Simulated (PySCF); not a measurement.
**Excitation energy of Ge⁺ by level of theory**

Ge⁺ [Ar] 3d10 4s2 4p1 (2P) → Ge⁺ [Ar] 3d10 4s1 4p2 (4P), as a difference of total energies. All numbers are calculated (PySCF 2.14, scalar relativity through the core potential, in aug-cc-pVQZ-PP with ECP10MDF (7s6p5d3f2g, 89 functions)). Correlated levels: valence: 3s2 3p6 3d10 frozen. The calculations carry no spin-orbit coupling.

```tsv
method	excitation energy (cm⁻¹)	error (cm⁻¹)
UHF	39170	-12362
MP2 (valence)	45952	-5580
SCS-MP2 (valence)	48515	-3017
CCSD (valence)	47895	-3637
CCSD(T) (valence)	48066	-3466
```

Reference: 51531 cm⁻¹ (measured; NIST levels, between the centres of gravity of the two terms).

Errors of the correlated levels include the incompleteness of this basis and the frozen core.
